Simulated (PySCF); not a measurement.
**Electron correlation in Mn⁺ (manganese, charge +1)**

[Ar] 3d5 4s1, high-spin 7S determinant. Computed with PySCF 2.14 in x2c-TZVPPall with one added diffuse shell each of s, p, d, f type (7s6p5d3f1g, 80 functions), with scalar relativity by spin-free X2C-1e. Frozen: [Ar]; 6 electrons correlated.

```json
{"level": "CCSD", "correlation energy (mhartree)": "-90.61"}
{"level": "(T)", "correlation energy (mhartree)": "-1.33"}
{"level": "CCSD(T)", "correlation energy (mhartree)": "-91.94"}
```

Diagnostics: T1 = 0.0082, D1 = 0.0179, largest double amplitude 0.016.

Is a single reference adequate?

Yes: T1 lies below 0.03 and no double amplitude reaches 0.07.
